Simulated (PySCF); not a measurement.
Compound: (Cl3Si)2Se.
Z-matrix (Å and degrees, PBE0-D3(BJ)/def2-SVP geometry), rows numbered from 1:
```
Si
Cl  1  2.0428
Cl  1  2.0401  2  108.73
Cl  1  2.0413  2  109.54  3   118.65
Se  1  2.2663  2  112.71  3  -124.56
Si  5  2.2667  1   99.22  2    41.81
Cl  6  2.0430  5  112.45  1    43.47
Cl  6  2.0410  5  104.80  1   162.31
Cl  6  2.0411  5  112.71  1   -79.59
```

The calculation used TDDFT wB97X-D/def2-SVPD, vertical, gas phase, core orbitals frozen in the response in PySCF 2.14.0, density-fitted response routines. Relativistic effects, spin–orbit coupling among them, are left out although an element past zinc is present.

What does the calculation give for the low-lying excited states?

```csv
state,E (eV),E (kJ/mol),λ (nm),f,|μ| (D),"main configurations (H = HOMO, L = LUMO)"
S1,5.23,504,237.1,0.0000,0.03,H→L (95%)
S2,5.71,551,217.0,0.0063,0.54,H→L+1 (88%)
S3,6.32,610,196.0,0.0096,0.63,H→L+2 (86%)
S4,6.73,649,184.4,0.0036,0.37,"H→L+3 (60%), H-1→L (30%)"
S5,7.15,690,173.4,0.087,1.79,"H-1→L (49%), H→L+3 (21%), H-2→L+1 (15%)"
S6,7.23,697,171.5,0.0007,0.16,"H-3→L (52%), H-4→L+1 (22%)"
S7,7.26,700,170.8,0.0013,0.22,"H-4→L (45%), H-3→L+1 (32%)"
S8,7.28,702,170.4,0.021,0.87,H-1→L+1 (72%)
S9,7.40,714,167.6,0.0019,0.26,"H-2→L (69%), H-1→L+1 (8%)"
S10,7.49,723,165.6,0.023,0.91,"H-6→L (48%), H→L+5 (15%)"
```

Triplets, Tamm–Dancoff:

| state | E (eV) | λ (nm) | main configurations (H = HOMO, L = LUMO) |
| --- | --- | --- | --- |
| T1 | 4.91 | 252.6 | H→L (93%) |
| T2 | 5.26 | 235.7 | H→L+1 (87%) |
| T3 | 6.12 | 202.5 | H→L+2 (88%) |
| T4 | 6.16 | 201.4 | H-1→L (68%), H→L+3 (16%) |

The lowest singlet comes at 237 nm (504 kJ/mol) in the ultraviolet; it is dark (f under 0.0005); its leading configuration is HOMO→LUMO (95%). The strongest level in the table is S5 at 7.15 eV (173 nm, f = 0.087). Löwdin shares by element: HOMO selenium 72%, chlorine 10% or more, silicon 4% or more; LUMO selenium 32%, silicon 24%, chlorine 10% or more (atoms not listed hold the other 34%). The listed states span 2.26 eV, and the widest gap between neighbours is 0.61 eV (S2 to S3). Weighted by f, the mean energy of these states is 7.10 eV. Orbital energies (eV): HOMO-3 -11.47, HOMO-2 -11.43, HOMO-1 -11.29, HOMO -9.92, LUMO 0.09, LUMO+1 0.24, LUMO+2 0.94. Only the lowest 10 singlets were computed, as vertical energies without vibronic structure.

On an Intel Xeon at 2.70 GHz with one thread, on a shared host, this took 2.5 min of wall time (grids of density and orbitals included) and 1.4 GiB of memory at its peak.
